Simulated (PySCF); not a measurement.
BFH₅NO₂Si, SMILES OB(O)N[SiH2]F.

The structure is a stationary point at B3LYP-D3(BJ)/def2-SVP. This is a generated structure with no PubChem entry under its InChIKey; it may be hypothetical. The values are those of a single conformer.

Method: TDDFT-PBE0/def2-SVPD run with PySCF 2.14.0.

Vertical excitations. 

Task: Give excitation energies, oscillator strengths and character. (An estimate is asked for; the answer gives what the named calculation found.)

Result: 
```csv
state,energy (eV),λ (nm),f,main pairs
S1,6.31,196,0.000,HOMO→LUMO 97 %
S2,6.99,177,0.002,HOMO→LUMO+1 97 %
S3,7.55,164,0.012,HOMO→LUMO+2 95 %
S4,7.69,161,0.000,"HOMO−1→LUMO 57 %, HOMO−2→LUMO 35 %"
S5,8.03,154,0.014,HOMO→LUMO+3 88 %
S6,8.27,150,0.000,"HOMO−2→LUMO 43 %, HOMO−1→LUMO 22 %, HOMO→LUMO+5 21 %"
S7,8.32,149,0.016,HOMO−3→LUMO 95 %
S8,8.39,148,0.017,"HOMO→LUMO+5 67 %, HOMO−2→LUMO 15 %"
S9,8.55,145,0.273,HOMO→LUMO+6 93 %
S10,8.57,145,0.009,HOMO→LUMO+4 84 %
T1,6.19,200,0,HOMO→LUMO 92 %
T2,6.76,183,0,HOMO→LUMO+1 91 %
T3,7.32,169,0,HOMO→LUMO+2 87 %
T4,7.43,167,0,"HOMO−1→LUMO 52 %, HOMO−2→LUMO 36 %"
```
Triplets are in the Tamm–Dancoff approximation, which puts them higher than full response would, so one can lie above its singlet here.
